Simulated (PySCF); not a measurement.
SeCl2, SMILES Cl[Se]Cl. Atoms are numbered in the order given.

```xyz
3

Se     0.0000     0.0000     0.6855
Cl     0.0000    -1.6435    -0.6855
Cl     0.0000     1.6435    -0.6855
```

The structure is a stationary point at ωB97X-D3(BJ)/def2-TZVP. The isomer is the one that the SMILES or the coordinates give; other isomers of the formula were not compared.

All values below come from PySCF 2.14.0 with ωB97X-D3(BJ)/def2-TZVP.

Frequencies are harmonic and unscaled.

```tsv
mode	ν (cm⁻¹)	IR (km/mol)	Raman (Å⁴/amu)	depolarisation	moving atoms (share of kinetic energy)
1	168	0.8	5.4	0.64	Cl 81 %, Se 19 %
2	433	55.1	8.4	0.75	Cl 65 %, Se 35 %
3	452	12.2	17.9	0.11	Cl 72 %, Se 28 %
```
